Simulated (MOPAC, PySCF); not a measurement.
C₃H₅Br, SMILES `BrC1CC1`, neutral singlet in the gas phase. 

Cartesian coordinates (Å):
```xyz
9

Br     2.1891    -0.4008    -0.9452
C      0.6744    -0.3375     0.2462
C     -0.7043    -0.4867    -0.3060
C     -0.2326     0.8479     0.2234
H      0.9256    -0.8003     1.1893
H     -1.4137    -1.0629     0.2754
H     -0.8064    -0.5847    -1.3784
H     -0.0264     1.6226    -0.5028
H     -0.6132     1.2016     1.1738
```
Charge 0, multiplicity 1.

All levels are single points at this geometry (TPSSh-D3(BJ)/def2-TZVP); Pople sets use spherical d functions. Orbital energies aren't observables, and empty levels follow the basis.

```
level                            HOMO (eV)  LUMO (eV)  gap (eV)  dipole (D)  vertical IE, Delta-SCF (eV)
-------------------------------  ---------  ---------  --------  ----------  ---------------------------
PBE-D3(BJ)/def2-TZVP in PySCF        -6.28      -0.99      5.28        1.95                            –
TPSSh-D3(BJ)/def2-TZVP in PySCF      -6.85      -0.42      6.43        2.06                            –
B3LYP/6-31G* in PySCF                -7.13       0.00      7.13        2.08                         9.68
PBE/6-31G* in PySCF                  -6.10      -0.80      5.30        2.06                         9.44
HF/STO-3G in PySCF                   -8.10       9.43     17.53        1.70                            –
PM7 in MOPAC                        -10.13       0.56     10.68        1.77                            –
```
